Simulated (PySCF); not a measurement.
**Broadened absorption spectrum of 2-fluoropyridine**

Species: 2-fluoropyridine, C5H4FN.
SMILES: `c1ccnc(F)c1`

Theory: TDDFT PBE0/def2-SVPD, vertical, gas phase, core orbitals frozen in the response in PySCF 2.14.0, density-fitted response routines. Geometry: GFN2-xTB; no solvent, vibrations or thermal averaging.

Computed states:

```
state  E (eV)       f
   S1    5.31  0.0035
   S2    5.56   0.059
   S3    5.80  0.0001
   S4    6.47   0.039
   S5    7.38  0.0030
   S6    7.51   0.480
   S7    7.63   0.391
   S8    7.95   0.044
```

Each state is given a Gaussian of 0.5 eV full width at half maximum, with ε(max) = 2.175×10⁸ f / Δν̃ (Δν̃ the width in cm⁻¹). The width is an assumption, not a result. The curve ends short of the highest state used, and states not computed would add to its high-energy end.

**Question.** Give the broadened spectrum and its maxima.

**Answer.** 
λ (nm), ε (L mol⁻¹ cm⁻¹) and a bar:
```
    168.7      28353 ##############################
    171.7      13637 ##############
    174.7       4890 #####
    177.6       1506 ##
    180.6        676 #
    183.5        907 #
    186.5       1491 ##
    189.4       1964 ##
    192.4       2066 ##
    195.3       1759 ##
    198.3       1232 #
    201.2        771 #
    204.2        520 #
    207.1        564 #
    210.1        914 #
    213.0       1497 ##
    216.0       2220 ##
    219.0       2863 ###
    221.9       3225 ###
    224.9       3229 ###
    227.8       2906 ###
    230.8       2358 ##
    233.7       1767 ##
    236.7       1211 #
    239.6        786 #
    242.6        474 #
    245.5        277 
    248.5        152 
    251.4         82 
    254.4         42 
    257.3         21 
    260.3         10 
    263.3          5 
    266.2          2 
    269.2          1 
    272.1          0
```

Maxima: 223 nm (5.55 eV), ε about 3300, made up of S2 (97%); 192 nm (6.47 eV), ε about 2100, made up of S4 (100%) (ε in L mol⁻¹ cm⁻¹; maxima over ε = 5, shares over 10%). At its high-energy end, 7.35 eV, the curve is still rising (ε about 28000, from S6 and S7).

**Question.** Coming from long wavelengths, where does ε first pass 100 L mol⁻¹ cm⁻¹?

**Answer.** At about 250 nm (4.95 eV), 0.36 eV below S1.

**Question.** What would ε be at 5.55 eV, the highest of these maxima, with half the width (0.25 eV)?

**Answer.** About 6370 L mol⁻¹ cm⁻¹ against 3270, a factor of about 1.9; a lone state at its own centre would give exactly 2.

**Question.** On this curve, what absorbance would a 10⁻⁵ mol/L sample give at 266 nm over a 1 cm path?

**Answer.** 266 nm is 4.661 eV, where ε is about 2.3 L mol⁻¹ cm⁻¹, so A = ε c l ≈ 2.3e-05 (Beer–Lambert, with the gas-phase spectrum and the assumed width).
